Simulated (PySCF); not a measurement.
# Correlation energy of Bi⁺ (bismuth, charge +1)

[Xe] 4f14 5d10 6s2 6p2, high-spin 3P determinant. Calculation: PySCF 2.14, in cc-pVDZ-PP with ECP60MDF; scalar relativity through the core potential. Frozen: 5s2 5p6 5d10; 4 electrons correlated.

MP2 pair energies summed by pair of shells (mhartree):

```
 pair  energy  share (%)
6s-6p  -17.35       60.1
6s-6s   -8.65       30.0
6p-6p   -2.86        9.9
```

Total MP2 correlation energy: -28.86 mhartree.

Same-spin part -5.30 and opposite-spin part -23.56 mhartree; SCS-MP2 scales them by 1/3 and 6/5 to -30.04 mhartree.

| level | correlation energy (mhartree) |
| --- | --- |
| CCSD | -39.19 |
| (T) | -0.30 |
| CCSD(T) | -39.49 |

Diagnostics: T1 = 0.0056, D1 = 0.0134, largest double amplitude 0.073.

Task: Is a single reference adequate?

Result: Mostly. T1 lies below 0.03, but a double amplitude of this size points to a near-degeneracy that CCSD handles and MP2 describes poorly.

Spin-orbit coupling is strong in this species, so the high-spin LS determinant is a model state.
